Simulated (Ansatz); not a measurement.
Mulliken charges of `FC(F)(Br)C(F)(Cl)Br` from ωB97M-V/def2-TZVPP in Ansatz (PBE0-D4/def2-TZVP geometry).

```tsv
atom	x (Å)	y (Å)	z (Å)	charge (e)
F1	1.441	-0.785	-0.610	-0.125
C2	0.270	-0.173	-0.724	0.261
F3	0.429	0.902	-1.492	-0.127
Br4	-1.003	-1.354	-1.576	-0.012
C5	-0.228	0.289	0.677	0.118
F6	-1.416	0.881	0.526	-0.121
Cl7	0.916	1.454	1.326	0.000
Br8	-0.409	-1.215	1.873	0.008
```

Task: By hand: the dipole of these point charges (1 e Å = 4.8032 D).

Result: Σ q r = (-0.011, -0.128, 0.127) e Å, of length 0.181 e Å = 0.87 D.

Task: How does the dipole of the full density compare? (Best estimate.)

Result: Ansatz gave: (-0.015, -0.080, 0.080) e Å, 0.55 D; the point charges give 1.58 times that, at 4° from its direction.

Point charges leave out the atoms' own dipoles, such as those of lone pairs, and Mulliken's split depends on the basis, so the two needn't agree.
